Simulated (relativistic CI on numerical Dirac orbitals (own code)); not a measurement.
# Ir24+: q coefficients and field-shift factors

These numbers are calculated, not measured: Dirac-Coulomb-Breit CI, KLI orbitals optimised for each configuration, derivatives by finite differences, unscaled Slater integrals, QED left out (own radial code, finite nucleus).

Configuration list (outside the closed core [Kr] 4d10): 4f7.

With x = (α/α₀)² − 1 an excitation energy changes as ω = ω₀ + qx; K = 2q/ω₀ is the relative enhancement. Terms are leading LS components, so labels can repeat. The field-shift factor is F = δν/δ⟨r²⟩ for the transition from the lowest level.

Lowest level 4f7 8S°_7/2.

```csv
Level,ω₀ (cm⁻¹),q (cm⁻¹),K,F (GHz/fm²)
4f7 6P°_7/2,65899.8,-30220,-0.917,-0.538
4f7 6P°_5/2,75116.4,-10750,-0.286,0.372
4f7 6I°_7/2,78545.7,-14220,-0.362,0.269
4f7 6P°_3/2,81332.5,-1818,-0.0447,0.812
4f7 6I°_9/2,82977.7,-12370,-0.298,0.403
4f7 6I°_17/2,84717.9,-6356,-0.15,0.71
4f7 6I°_11/2,87801.0,-1626,-0.037,0.912
4f7 6I°_13/2,89811.0,1728,0.0385,1.08
4f7 6I°_15/2,89918.2,3547,0.0789,1.17
4f7 6D°_9/2,94430.0,-4681,-0.0991,0.85
4f7 6D°_7/2,102445.2,-2345,-0.0458,1.03
4f7 6D°_1/2,107336.3,14750,0.275,1.79
4f7 6D°_5/2,108842.6,11620,0.214,1.68
```

At this charge energies of transitions that change n are usually good to better than 1 %, and those within a shell (Δn = 0) to a few per cent. Terms inside the open d or f shell come out 10 to 20 % too wide with unscaled integrals.
